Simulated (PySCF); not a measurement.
Telling isomers of C5H11NSi apart by NMR

[PySCF 2.14.0 with density-fitted response routines: geometry from GFN2-xTB; GIAO PBE0/pcSseg-1 shieldings; averaged over atoms made equivalent by symmetry, fast rotation or ring inversion; no solvent model; no relativistic terms; one computed conformer]

Referencing at the same level of theory: $^{1}$H and $^{13}$C against TMS. Where no couplings were computed, multiplicities follow the n + 1 count of equivalent neighbours, and m marks all less simple cases (inequivalent or close neighbours, rings, F or P nearby). Shifts are as computed. Against solution values, carbons near 30 ppm lie about +3 ppm off and those near 130 ppm about +5 ppm. Of 1211 compounds with measured shifts, 218 miss one by over three times the rms of a fit or turn the order of signals round; such compounds aren't used in these exercises. OH and NH positions are gas-phase values without hydrogen bonding to other molecules.

(1) Tabulate the signals of `C=C1CC[C@H]1N[SiH3]`, `CC(C)([SiH3])CC#N`, `[H]/N=C/[SiH2]C1CCC1` and their relative energies.

(2) What is the quickest way to tell CC(C)([SiH3])CC#N from [H]/N=C/[SiH2]C1CCC1?

(3) What is the quickest way to tell C=C1CC[C@H]1N[SiH3] from [H]/N=C/[SiH2]C1CCC1?

(4) What is the quickest way to tell C=C1CC[C@H]1N[SiH3] from CC(C)([SiH3])CC#N?

Results:

(1) 
```json
{"SMILES": "C=C1CC[C@H]1N[SiH3]", "carbon types": "1×C 1×CH 3×CH2", "δC": "168.9, 114.0, 58.8, 31.9, 26.0", "δH": "5.63 (br s, 1H), 5.30 (br s, 1H), 4.75 (s, 3H), 3.68 (m, 1H), 2.53 (m, 1H), 2.49 (m, 1H), 2.48 (m, 1H), 1.58 (m, 1H), 0.04 (br s, 1H)", "E rel. (kcal/mol)": "13.5"}
{"SMILES": "CC(C)([SiH3])CC#N", "carbon types": "2×C 1×CH2 2×CH3", "δC": "123.8, 30.6, 28.5, 22.7", "δH": "3.91 (s, 3H), 2.15 (s, 2H), 1.23 (s, 6H)", "E rel. (kcal/mol)": "0.0"}
{"SMILES": "[H]/N=C/[SiH2]C1CCC1", "carbon types": "2×CH 3×CH2", "δC": "191.0, 23.6, 20.5, 13.8", "δH": "12.94 (br s, 1H), 9.36 (t, 1H), 4.43 (m, 2H), 2.53 (m, 2H), 2.29 (m, 1H), 2.21 (m, 1H), 1.97 (m, 1H), 1.76 (m, 2H)", "E rel. (kcal/mol)": "22.0"}
```

Energies are electronic energies at PBE0/pcSseg-1 on these geometries, without zero-point or thermal terms, each for the one conformer computed, which needn't be the lowest.

(2) Both give the same number of carbon signals, but DEPT or the intensities differ. The first has a nitrile carbon (C) at 123.8 ppm, the second a C=N carbon (CH) at 191.0 ppm. In the proton spectra the most deshielded non-exchanging signals are 3.91 (s, 3H) and 9.36 (t, 1H).

(3) Count the carbon signals: 5 against 4. The first has a fully substituted alkene carbon (C) at 168.9 ppm, the second a C=N carbon (CH) at 191.0 ppm. In the proton spectra the most deshielded non-exchanging signals are 5.63 (br s, 1H) and 9.36 (t, 1H).

(4) Count the carbon signals: 5 against 4. The first has a terminal =CH2 carbon at 114.0 ppm, the second a methyl carbon (CH3) at 28.5 ppm. Their most deshielded carbons lie at 168.9 and 123.8 ppm. In the proton spectra the most deshielded non-exchanging signals are 5.63 (br s, 1H) and 3.91 (s, 3H).
